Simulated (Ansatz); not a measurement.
The same atomization along the group O, S, Se.

Program: Ansatz. Geometries: PBE0-D4/def2-TZVP. ΔE: electronic, gas phase. CBS: MP2 limit from def2 TZ/QZ plus the TZ coupled-cluster correction, frozen cores. This one scheme is used for every species, atoms too. No spin–orbit coupling; open shells (•) take unrestricted orbitals. Spin–orbit coupling would lower the free atoms: a little for C, O, S; clearly for Se. For Se outer-core shells are correlated without core-valence functions, so the limit isn't a true one: a few kJ/mol of doubt a bond, and 10 to 20 or more in all where bonds break to atoms. Scalar relativity is left out up to krypton.

**Question.** Order these by ΔE at CCSD(T)/CBS, lowest first. (Estimate.)
A. `C1=COCC1` → 4 C• + 6 H• + O•
B. `C1=C[Se]CC1` → 4 C• + 6 H• + Se•
C. `C1=CSCC1` → 4 C• + 6 H• + S•

**Answer.** B (+4477.6 kJ/mol), C (+4543.7 kJ/mol), A (+4679.2 kJ/mol).

Largest T1 diagnostic: 0.012, for `C1=COCC1`.

For atomizations the MP2-based limit and the directly extrapolated one differ by several kJ/mol either way, and by 10 to 25 for some Ge, Se and Sn compounds, so smaller differences from it don't rank the levels.
